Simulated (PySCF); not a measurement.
Radial density of Mo⁺ (molybdenum, charge +1)

TPSS, [Kr] 4d5, high-spin 6S determinant. Calculation: PySCF 2.14, in aug-cc-pVTZ-PP with one added diffuse shell each of s, p, d, f, g type with ECP28MDF (7s7p6d4f3g, 113 functions); scalar relativity through the core potential. This is the valence pseudo-density: the core potential removes the inner electrons and smooths the orbitals near the nucleus.

| r (bohr) | 4πr²ρ (e/bohr) | 4πr²(ρα − ρβ) |
| --- | --- | --- |
| 0.0347 | 1.687e-05 | 0.0000 |
| 0.0584 | 4.310e-05 | 0.0000 |
| 0.0983 | 0.0001623 | 0.0000 |
| 0.165 | 0.001442 | 0.0004 |
| 0.278 | 0.02383 | 0.0066 |
| 0.468 | 0.6549 | 0.1118 |
| 0.787 | 7.330 | 1.1310 |
| 1.32 | 9.563 | 2.9360 |
| 2.23 | 2.358 | 1.7043 |
| 3.74 | 0.2619 | 0.2562 |
| 6.30 | 0.005822 | 0.0058 |
| 10.6 | 1.471e-05 | 0.0000 |

Energies and moments cover only the electrons outside the core potential.
